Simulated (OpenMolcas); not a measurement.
Ho2+: effect of the active space

```yaml
Program: OpenMolcas 26.06
Method: CASSCF or its RAS form
Basis: ANO-RCC-VTZP
Scalar_Hamiltonian: DKH2, point nucleus
Spin-orbit_coupling: state interaction with AMFI integrals over the reference wave functions, term energies averaged over their components
```

A. 11 electrons in 7 orbitals (4f); 2S+1 = 4 odd, 35 roots; 2S+1 = 2 odd, 112 roots (96 in the spin-orbit step); cost of the order of 5 core-minutes
B. 11 electrons in 12 orbitals (RAS2 4f; RAS3 5d, at most 1 electron); 2S+1 = 4 odd, 35 roots (21 in the spin-orbit step); 2S+1 = 2 odd, 112 roots (11 in the spin-orbit step); 2S+1 = 6 even, 175 roots (105 in the spin-orbit step); 2S+1 = 4 even, 117 roots kept (CI in the orbitals of an earlier block); 2S+1 = 2 even, 124 roots kept (CI in the orbitals of an earlier block, 32 in the spin-orbit step); cost of the order of 8 core-minutes

Energies in cm⁻¹ above 4f¹¹ ⁴I°_15/2, the measured ground level; measured values from Martin, Zalubas and Hagan, Atomic Energy Levels: The Rare-Earth Elements, NSRDS-NBS 60 (1978); whole-number values converted from NIST levels in rydberg listed in Nahar, Atoms 12, 24 (2024).

| Level | A | B | Measured |
| --- | --- | --- | --- |
| 4f¹¹ ⁴I°_15/2 | 0.0 | 0.0 | 0.0 |
| 4f¹¹ ⁴I°_13/2 | 5539 | 5149 | 5439 |
| 4f¹¹ ⁴I°_11/2 | 9077 | 8617 | 8644 |

B puts 4f¹⁰ 5d ⁶I_17/2 [72 %] lowest.

Deviations, from unrounded energies. A percentage is the sum of absolute deviations over the sum of measured energies, with the sign that they share, or ± where signs differ.

```
                  Against measurement  Levels     A     B
       mean absolute deviation (cm-1)       2   270   160
fine structure of the ground term (%)       2  +3.8  -2.3
```

B lies closest to measurement on these levels. The largest miss of B in the table is 4f¹¹ ⁴I°_13/2, by -290 cm-1. The ranking rests on the paired levels alone, and a cruder setting can come out closer through cancelling errors.

The spin-orbit steps hold different terms of 4f¹¹ (B lacks among others ²D°, ²F°, ²G°, a ²H°, ²I°), which shifts levels as well.

Between A and B the level of the table that moves most is 4f¹¹ ⁴I°_11/2, by 460 cm-1 (lowest in B, highest in A).

High states are left out of the spin-orbit mixing, which shifts the levels that they would mix with. Without dynamic correlation excited terms often stand tens of per cent too high (terms of higher spin than the ground term too low), and those without a measured partner can miss by more than the paired ones. The lowest computed level is not the ground level that NIST lists (4I*15/2) (holds for B). Computed and measured levels are paired by configuration, term and J; levels that our copy of the source lacks, or whose pairing is in doubt (as where it misses far off the trend of its configuration), stay unpaired and out of the deviations. Where the source uses jj or jK labels, the order within each J decides. Only configurations of the active space appear. Levels that lie high or do not pair safely by name in every column are left out.

A share in square brackets marks a mixed level and gives the weight of the term that names it, the lowest over the columns. ° marks odd parity.
